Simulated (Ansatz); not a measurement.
This Ansatz (an electronic-structure program) input (CCSD(T)/cc-pwCVQZ) gives -81.91635 Eh with 288 basis functions. A basis named .json is the Basis Set Exchange file of that set (core-valence sets with the plain set on hydrogen).

Ansatz 0.2 input:
```yaml
crystal:
  periodic: [false, false, false]
  atoms:
    - {symbol: B, position_ang: [-0.77657967, 0.03230627, -0.00413419]}
    - {symbol: N, position_ang: [0.60979542, -0.02536793, 0.00324630]}
    - {symbol: H, position_ang: [-1.39837774, -0.98543134, -0.02544751]}
    - {symbol: H, position_ang: [-1.31189213, 1.09818051, 0.01101914]}
    - {symbol: H, position_ang: [1.19719081, 0.79223349, 0.02089926]}
    - {symbol: H, position_ang: [1.12740949, -0.88893853, -0.00852404]}
basis:
  gaussian:
    orbitals: cc-pwCVQZ.json
magnetization: {spin_polarized: false}
correlation: {method: ccsd_t, electrons: outside_noble_gas}
```

Change:
```diff
- orbitals: cc-pwCVQZ.json
+ orbitals: cc-pVTZ
```

**Question.** What does the run give now?

**Answer.** -81.88933 Eh (CCSD(T)/cc-pVTZ, 116 functions), a change of +27.02 mEh.
